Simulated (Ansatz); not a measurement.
Si10H18S⁺, a cluster cut from the lattice of silicon (1 of the caps SH). Charge 1, multiplicity 2. Geometry PBE-D4/def2-SVP; atoms count from 1.

```xyz
29

Si   -2.741    0.318   -0.713
Si   -2.623   -0.248    3.093
Si    0.365   -0.234   -2.679
Si    3.718   -1.103   -0.991
Si    0.598   -0.642    1.095
Si   -0.409    0.655   -0.569
Si   -0.313    0.226    3.119
Si   -3.605    1.029    1.378
Si    2.942   -0.376    1.108
Si    2.717    0.196   -2.683
S    -0.517    0.926   -4.276
H    -3.281    1.080   -1.891
H    -2.942   -1.161   -0.914
H    -3.220    0.126    4.424
H    -2.820   -1.714    2.819
H    -1.347   -0.061   -4.725
H    -0.050   -1.673   -2.801
H     5.203   -0.884   -1.120
H     3.364   -2.545   -1.224
H     0.183   -2.071    0.860
H    -0.009    2.104   -0.498
H    -0.058    1.709    3.094
H     0.442   -0.410    4.255
H    -3.263    2.485    1.535
H    -5.098    0.839    1.310
H     3.228    1.091    1.278
H     3.532   -1.170    2.240
H     2.857    1.673   -2.446
H     3.150   -0.165   -4.079
```

Problem. Estimate the Mulliken populations from the PBE0/def2-SVP orbitals of Ansatz.

Solution. 
```
atom  charge (e)  spin (α − β)
 Si1        0.09          0.07
 Si2        0.05          0.00
 Si3        0.12          0.13
 Si4        0.04          0.01
 Si5       -0.14          0.04
 Si6       -0.09          0.21
 Si7        0.09          0.07
 Si8        0.04          0.04
 Si9        0.10          0.01
Si10        0.09          0.12
 S11       -0.08          0.27
 H12        0.02          0.00
 H13        0.02          0.00
 H14        0.03          0.01
 H15        0.01          0.00
 H16        0.15         -0.01
 H17        0.06          0.00
 H18        0.04          0.02
 H19        0.02          0.00
 H20        0.05          0.00
 H21        0.07         -0.01
 H22        0.01          0.00
 H23        0.03          0.01
 H24        0.02          0.00
 H25        0.04          0.02
 H26        0.01          0.00
 H27        0.03          0.00
 H28        0.03         -0.01
 H29        0.05          0.02
```
Mulliken values depend strongly on the basis.

Problem. Where does the spin sit?

Solution. Summed by element: Si 0.69, S 0.27, H 0.05, of 1 unpaired in all. Largest on single atoms: S11 0.27, Si6 0.21, Si3 0.13.

Problem. And the Mayer bond orders between heavy atoms (over 0.3)?

Solution. Si1–Si6 0.88 (2.36 Å); Si1–Si8 0.90 (2.37 Å); Si2–Si7 0.93 (2.36 Å); Si2–Si8 0.94 (2.35 Å); Si3–Si6 0.72 (2.42 Å); Si3–Si10 0.83 (2.39 Å); Si3–S11 1.19 (2.16 Å); Si4–Si9 0.94 (2.35 Å); Si4–Si10 0.93 (2.36 Å); Si5–Si6 0.92 (2.34 Å); Si5–Si7 0.86 (2.38 Å); Si5–Si9 0.91 (2.36 Å).
